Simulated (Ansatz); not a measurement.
Tuning the range parameter of LC-ωPBE so that −HOMO meets the ionisation energy; basis def2-SVPD, Ansatz. System: CoO3F3H6⁻ (relaxed from a model of mer-[CoF3(H2O)3]-, whose bonding it doesn't keep). Total charge -1; quartet. Geometry: r2SCAN-D4/def2-SVPD. The ionised state is a quintet, and HOMO is the level of the spin that leaves.

Geometry of the quartet:

```xyz
13

Co    0.254   -0.113    0.312
F    -0.548    1.617    0.170
F     0.144   -1.388   -1.094
F     0.971   -0.694    1.981
O    -1.218    0.704   -2.428
H    -1.140    1.214   -1.601
H    -0.789   -0.138   -2.190
O     2.038    1.268    0.318
H     2.125    0.963    1.237
H     1.281    1.894    0.321
O    -1.396   -1.612    1.052
H    -0.671   -1.712    1.698
H    -1.052   -2.003    0.224
```

In the quartet geometry the species has come apart into loosely held pieces. In the quintet geometry the species has come apart into loosely held pieces.

| ω (1/bohr) | HOMO (eV) | LUMO (eV) | vertical IE (eV) | HOMO + IE (eV) |
| --- | --- | --- | --- | --- |
| 0.1 | -1.96 | 2.17 | 4.32 | 2.36 |
| 0.15 | -2.73 | 2.79 | 4.49 | 1.76 |
| 0.2 | -3.48 | 3.34 | 4.70 | 1.22 |
| 0.3 | -4.87 | 4.28 | 5.19 | 0.32 |

(1) Where does the tuning condition hold?

Results:

(1) Not within the range that was run.
